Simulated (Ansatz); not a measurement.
Compare A (`[SiH3]B1CN1`) with its isomer B (`CB1N[SiH2]1`).

Gas-phase electronic energies from Ansatz, PBE0-D4/def2-TZVP geometries. CCSD(T)/CBS is the MP2 limit (def2-TZVPP, def2-QZVPP) plus CCSD(T) − MP2 in def2-TZVPP, frozen cores. DFT in def2-TZVPP. B3LYP here is the variant with VWN-RPA as its local correlation; programs differ in this.

(1) Which isomer does CCSD(T)/CBS put lower? Give the gap. (Estimate.)

(2) Give E(B) − E(A) in kJ/mol with MP2/def2-TZVPP, B2PLYP, CCSD/def2-TZVPP, B3LYP-D4, BLYP-D4, CCSD(T)/def2-SVP, PBE-D4. (An estimate is asked.)

(3) Does the order hold for the free energy at 298.15 K (harmonic terms from PBE0-D4)? (Best estimate.)

Largest T1 diagnostic: 0.014.

Answers

(1) Ansatz gave: B, by 139.8 kJ/mol.

(2) The calculation gave: MP2/def2-TZVPP -143.1, B2PLYP -138.0, CCSD/def2-TZVPP -137.0, B3LYP-D4 -135.2, BLYP-D4 -133.0, CCSD(T)/def2-SVP -123.3, PBE-D4 -133.1. None reverses the order clearly.

(3) Computed: Yes: G(B) − G(A) = -131.0 kJ/mol.

From BLYP to BHLYP (50 % exact exchange), in def2-TZVPP and without D4, E(B) − E(A) moves by −5.4 kJ/mol. In def2-TZVPP, CCSD(T) changes the Hartree–Fock value by −6.2 kJ/mol (the triples alone add −1.0 kJ/mol) and MP2 by −11.4 kJ/mol.
